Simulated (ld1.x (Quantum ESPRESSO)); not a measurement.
## chromium (Cr): excitation energies, all-electron against RRKJ

- Element: chromium (Cr)
- Generator: ld1.x (Quantum ESPRESSO) 7.5
- Type: norm-conserving RRKJ (Kleinman–Bylander form)
- Functional: LDA (PZ)
- Relativity: fully relativistic
- Frozen core: [Ne] 3s2
- Valence charge: 12
- Reference configuration: 3p6 3d3 4s0 4p0 (charge +3)
- Partial waves: 3p (bound): rc 1.25 bohr; 3d (bound): rc 1.80 bohr; 4s (bound, empty): rc 1.85 bohr
- Local potential: the s channel
- Core correction: none
- rho0: 0.005

Open shells are filled in proportion to 2j + 1 (rel_dist='average').

Energies are relative to the spin-unpolarised reference configuration 3p6 3d3 4s0 4p0; without spin polarisation the order of configurations can differ from experiment.

| valence configuration | charge | ΔE all-electron (eV) | error AE − PS (meV) |
| --- | --- | --- | --- |
| 3p6 3d5 4s1 4p0 | 0 | -54.509 | -301 |
| 3p6 3d5 4s0 4p0 | +1 | -47.368 | -430 |
| 3p6 3d4 4s0 4p0 | +2 | -31.025 | -85 |
| 3p6 3d5.5 4s0.5 4p0 | 0 | -53.792 | -516 |
| 3p6 3d4 4s1 4p0 | +1 | -46.257 | -28 |
| 3p6 3d4 4s1 4p1 | 0 | -50.897 | -562 |

(1) What are ΔE and the potential's error for 3p5 3d5 4s1 4p0?

## Answers

(1) ΔE = -3.033 eV all-electron; the error (AE − PS) is +84 meV.
